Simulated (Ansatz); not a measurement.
Species: TiO$_{2}$, net charge 0, triplet state. The spin state was set by rule; other spins were not relaxed. 
Geometry from a B3LYP-D3(BJ)/def2-TZVP (Ansatz, an electronic-structure program) optimisation:
```xyz
3

Ti     0.0930     0.0661     0.1234
O      1.1283     0.1471    -1.2442
O     -1.3842    -0.3288     0.9048
```
Charge 0, spin multiplicity 3.

**Question.** Give the harmonic wavenumbers at B3LYP-D3(BJ)/def2-TZVP (Ansatz, finite differences of forces, unscaled).

**Answer.** 107, 297, 798 cm⁻¹. Zero-point energy 1.7 kcal/mol.

**Question.** From these and the geometry, give the ideal-gas thermochemistry at 298.15 K and 1 atm (rigid rotor, harmonic oscillator).

**Answer.** Point group C2v, rotational symmetry number 2. Rotational constants 165.4, 5.662, 5.475 GHz. S(trans) 39.05, S(rot) 20.29, S(vib) 4.97, S(elec, spin only) 2.18, S 66.5 cal/(mol K). H(298) - H(0) 3.14 kcal/mol; G - E(el) -15.0 kcal/mol.
